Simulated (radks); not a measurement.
Question: Sc, configuration [Ar] 3d1 4s0.5 4p1.5 (fractional occupations, a model configuration). Method: non-relativistic Kohn-Sham, TPSS, spin-unpolarised, spherical densities, point nucleus; meta-GGA in the generalised Kohn-Sham scheme; computed with a radial shooting solver on a logarithmic mesh with Libxc functionals. Some entries of the table are withheld. Estimate them.

orbital,occ.,eigenvalue (eV),<1/r> (bohr^-1),<r> (bohr)
1s,2,-4384.173,20.54,0.07354
2s,2,-473.8980,4.255,(1)
2p,6,-390.6040,4.182,(2)
3s,2,-57.1547,1.291,(3)
3p,6,-35.8648,1.170,(4)
4s,0.5,-5.0235,0.3455,3.721
3d,1,-4.8584,0.7945,1.746
4p,1.5,-2.2466,0.2645,4.785

Answer: 
(1) 2s <r> (bohr): 0.3455
(2) 2p <r> (bohr): 0.3085
(3) 3s <r> (bohr): 1.081
(4) 3p <r> (bohr): 1.167
